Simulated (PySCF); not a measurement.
Homolysis of single bonds, series Sn Cl-H. All species are isolated molecules in the gas phase. Strings in code marks are SMILES.

Method: TPSSh-D3(BJ)/def2-TZVP // B3LYP-D3(BJ)/def2-TZVP (PySCF). 

```json
[
 {"species": "whole molecule (`[Cl][Sn]([Cl])([Cl])[Cl]`)", "dipole moment (D)": "0.00"},
 {"species": "radical fragment (`[Cl][Sn]([Cl])[Cl]`)", "dipole moment (D)": "2.08"},
 {"species": "whole molecule (`[Cl][SnH]([Cl])[Cl]`)", "dipole moment (D)": "2.03"},
 {"species": "radical fragment (`[Cl][SnH][Cl]`)", "dipole moment (D)": "2.69"},
 {"species": "whole molecule (`[SnH2]([Cl])[Cl]`)", "dipole moment (D)": "2.63"},
 {"species": "radical fragment (`[SnH2][Cl]`)", "dipole moment (D)": "2.50"},
 {"species": "whole molecule (`[Cl][SnH3]`)", "dipole moment (D)": "2.53"},
 {"species": "radical fragment (`[SnH3]`)", "dipole moment (D)": "0.36"},
 {"species": "whole molecule (`[SnH4]`)", "dipole moment (D)": "0.00"}
]
```
